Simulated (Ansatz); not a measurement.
A made-up structure of BH3IO (charge +1), closed shell:

```xyz
6
angstrom
O -0.6281 -0.3987 0.2860
B 0.6478 0.1770 -0.1378
I 0.5762 1.8735 -1.2732
H 0.7152 2.7900 -2.6982
H -0.6838 -1.2055 0.8284
H 1.5739 -0.4433 0.2508
```

It is relaxed with PBE-D4/def2-SVP and then PBE0-D4/def2-TZVP (Ansatz 0.2.0). Atoms count as bonded within 1.22 times the sum of their covalent radii (H–H: 0.88 Å). The end point is not checked to be a true minimum.

(1) Does its bonding change? (A judgement: the text doesn't fix the answer.)

Results:

(1) The calculation gives: No: no bond forms or breaks.

Where it ends: The first stage lowers the energy by 2.66 eV in 14 steps. It ends as BH₃IO ([OH][BH][IH]), total charge +1:
```json
{"atom": "O1", "x (Å)": "-0.5702", "y (Å)": "-0.2569", "z (Å)": "0.4526"}
{"atom": "B2", "x (Å)": "0.4277", "y (Å)": "0.1250", "z (Å)": "-0.2879"}
{"atom": "I3", "x (Å)": "-0.0259", "y (Å)": "2.1350", "z (Å)": "-1.2398"}
{"atom": "H4", "x (Å)": "1.3970", "y (Å)": "2.2045", "z (Å)": "-2.0149"}
{"atom": "H5", "x (Å)": "-0.5156", "y (Å)": "-1.1010", "z (Å)": "0.9226"}
{"atom": "H6", "x (Å)": "1.4883", "y (Å)": "-0.3135", "z (Å)": "-0.5767"}
```

Labels in which every atom is bracketed show which atoms are joined, not bond orders.

For scale, one of the runs: PBE0-D4/def2-TZVP relaxation, 130 basis functions, launched by `ansatz run in.yaml --threads 2 --pin off --events-out ev --progress --plain --max-ram 4352MiB`. Hardware: 2 CPU threads of an Arm Neoverse V1, shared host. Wall time about 19 s.
